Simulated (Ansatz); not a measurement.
```yaml
crystal:
  periodic: [false, false, false]
  atoms:
    - {symbol: Zr, position_ang: [0.031319, -0.239233, -0.869879]}
    - {symbol: N, position_ang: [0.127479, -0.029816, 0.949554]}
    - {symbol: H, position_ang: [0.677029, -0.136645, 1.850470]}
    - {symbol: H, position_ang: [-0.982040, 0.247838, 1.772171]}
    - {symbol: F, position_ang: [1.733020, 0.050498, -1.506447]}
    - {symbol: F, position_ang: [-0.990375, 1.857332, -1.395012]}
    - {symbol: F, position_ang: [-0.765261, -1.506101, -1.625148]}
basis:
  gaussian: {orbitals: STO-3G}
hamiltonian: {xc: {name: LC-wPBE}}
output: {forces: true}
```

```sh
$ ansatz run in.yaml --threads 2 --pin off --events-out ev --progress --plain --max-ram 32768MiB --backend cpu
```

It prints (some lines left out):

```
Functional definition: LC-wPBE
646 factors; integrals over basis functions are off by at most 6.3e-5 eV
193 factors; integrals over basis functions are off by at most 4.1e-6 eV
mean field evaluation 1: about -104887.3738 eV, gradient 3.2e1 eV
mean field evaluation 2: about -104881.3810 eV, gradient 6.4e1 eV
mean field evaluation 4: about -104892.0997 eV, gradient 2.6e0 eV
mean field evaluation 8: about -104892.0294 eV, gradient 8.9e-2 eV
mean field evaluation 16: about -104892.0295 eV, gradient 5.1e-5 eV
mean field -104892.02949112 eV, -3854.7109854274 hartree, gradient 5.1e-5 eV, S^2 0.000000; 0 other end points of the search recorded, 0 dependent functions left out
reference -104892.02949112 eV, -3854.7109854276 hartree; 38, 38 occupied and 11, 11 virtual orbitals, 646 factors
Total energy: -104892.02949112 eV, -3854.7109854276 hartree
Atom 0 at     0.031319    -0.239233    -0.869879 Å, force     1.937665    16.690445    -2.711891 eV/Å
Atom 1 at     0.127479    -0.029816     0.949554 Å, force    -4.926935     1.494689    12.923760 eV/Å
Atom 2 at     0.677029    -0.136645     1.850470 Å, force     0.767099    -0.019533    -0.847238 eV/Å
Atom 3 at    -0.982040     0.247838     1.772171 Å, force     4.576102    -1.399211    -4.627728 eV/Å
Atom 4 at     1.733020     0.050498    -1.506447 Å, force     1.146338    -0.438534    -0.442420 eV/Å
Atom 5 at    -0.990375     1.857332    -1.395012 Å, force     2.730082    -6.288094     1.324733 eV/Å
Atom 6 at    -0.765261    -1.506101    -1.625148 Å, force    -6.230351   -10.039762    -5.619215 eV/Å
Dipole moment:     0.055487    -0.608886     0.398303 e Å
```

Hardware: 2 threads of AMD EPYC 7R13 on a shared host. Wall time 1.5 s.

LC-ωPBE has ω = 0.4 bohr⁻¹.
